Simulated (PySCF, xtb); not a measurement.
Mo(O)(NH)(NH2)(Me) (CH6MoN2O), SMILES [NH2][Mo]([CH3])(=[NH])=[O], multiplicity 1. Other conformers were not sampled.

Harmonic wavenumbers (cm⁻¹) from GFN2-xTB in xtb 6.7.1 at its own minimum, in rising order: 101, 156, 174, 180, 196, 229, 360, 470, 481, 548, 610, 618, 627, 639, 683, 902, 998, 1276, 1458, 1467, 1473, 2897, 2903, 2936, 3273, 3310, 3379.

Question: What does PBE-D3(BJ)/def2-SVP run with PySCF 2.14.0 give at its own minimum? (An estimate is asked for; the answer gives what the named calculation found.)

Answer: 172, 176, 199, 208, 222, 272, 404, 492, 524, 542, 612, 621, 640, 671, 724, 950, 989, 1140, 1354, 1359, 1458, 2963, 3070, 3081, 3456, 3474, 3558. Paired by order, the mean absolute difference is 65 cm⁻¹ and the zero-point energies are 46.2 and 47.6 kcal/mol.
